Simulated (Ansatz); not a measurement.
Two structures of CH$_{9}$NSn, closed shell, reached by relaxing down either side of one saddle point (PBE0-D4/def2-TZVP). Energies are electronic, without zero-point energy. Ansatz 0.2.0; basis: def2-TZVPP and def2-QZVPP; cores frozen in the correlated methods. Filled d shells of the heavier atoms are correlated. Core potentials replace the inner electrons of the atoms past krypton. The def2 sets are not built for correlating such inner shells, so the correlated values are less sure here. Extrapolation: Hartree–Fock as exp(−7.88 √X), correlation as X^−2.97. First:

Sn1  (-1.585, 1.073, -0.646)
H2  (-0.147, 1.983, -0.552)
H3  (-1.369, -0.389, -1.495)
H4  (-2.323, 0.847, 0.873)
H5  (-2.687, 2.013, -1.584)
H6  (0.669, -0.064, 1.754)
N7  (0.397, -0.567, 0.919)
C8  (1.546, -0.825, 0.066)
H9  (-0.034, -1.432, 1.220)
H10  (1.974, 0.127, -0.257)
H11  (1.216, -1.351, -0.832)
H12  (2.343, -1.416, 0.534)
(Å)

Second:

```
12
angstrom
Sn -1.6585 -0.0371 -0.7257
H 1.2681 2.3122 1.8526
H -1.9114 -1.3148 -1.8450
H -2.9920 0.1216 0.3231
H -1.3191 1.4043 -1.5707
H 0.8797 1.7260 1.5907
N -0.0415 -0.3759 0.4539
C 1.2303 -0.6570 -0.1871
H -0.2335 -1.0451 1.1873
H 1.4678 0.1396 -0.8985
H 1.2745 -1.6099 -0.7353
H 2.0358 -0.6641 0.5547
```

**Question.** Which bonds change from the first to the second?

**Answer.** CH₅N ([CH3][NH2]) + SnH₄ → CH₇NSn ([CH3][NH][SnH3]) + H₂; bonds formed: Sn1–N7, H2–H6; bonds broken: Sn1–H2, H6–N7.

**Question.** Give the saddle point's structure and its height above each. (An estimate is asked for; the value comes from the calculation.)

**Answer.** Computed: 1.899 eV above the first and 1.466 eV above the second (CCSD(T) at an estimated basis limit (MP2 extrapolated from triple and quadruple zeta, plus CCSD(T) − MP2 in triple zeta)).
| atom | x (Å) | y (Å) | z (Å) |
| --- | --- | --- | --- |
| Sn1 | -1.4339 | 0.5266 | -0.3625 |
| H2 | -0.1718 | 1.7829 | 1.0232 |
| H3 | -1.8676 | -0.9337 | -1.1991 |
| H4 | -2.7279 | 0.8936 | 0.6769 |
| H5 | -1.0168 | 1.6549 | -1.5637 |
| H6 | 0.2742 | 0.7856 | 1.0624 |
| N7 | 0.2848 | -0.3789 | 0.6193 |
| C8 | 1.4223 | -0.7435 | -0.2157 |
| H9 | 0.0488 | -1.1177 | 1.2770 |
| H10 | 1.7510 | 0.1439 | -0.7651 |
| H11 | 1.1748 | -1.5227 | -0.9427 |
| H12 | 2.2623 | -1.0911 | 0.3901 |

T1 diagnostic: at most 0.014.

Labels in which every atom is bracketed show which atoms are joined, not bond orders.

For scale, one of the runs: CCSD(T)/def2-TZVPP, 238 basis functions, launched by `ansatz run in.yaml --threads 4 --pin off --events-out ev --progress --plain --max-ram 9574MiB`. Time: 2.8 min of wall clock on 4 CPU threads of an Intel Xeon; the host was shared. Peak host memory: 5 GiB.
